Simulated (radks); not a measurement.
Problem. Coherent X-ray form factor from a spherical all-electron density. All-electron calculation, non-relativistic Kohn-Sham, PBE, spin-unpolarised, spherical densities, point nucleus. Program: a radial shooting solver on a logarithmic mesh with Libxc functionals.

sin(theta)/lambda (1/angstrom)  f0 (electrons)
0.05                                    18.226
0.1                                     16.752
0.15                                    15.240
0.2                                     13.720
0.25                                    12.264
0.3                                     10.976
0.4                                      9.060
0.5                                      7.876
0.6                                      7.103
0.8                                      5.932
1                                        4.829
1.25                                     3.608
1.5                                      2.704
2                                        1.740

The species is in the configuration that NIST lists as its ground one. Which atom or ion scatters so?

Solution. Neutral potassium, [Ar] 4s1. Extrapolating in s^2 from the first two rows gives f0(0) = 18.7, near the electron count 19; among species with that count, the fall with angle is slower the higher Z, and the table is that of Z = 19; from so few rows the species is fixed only to a neighbour or two.
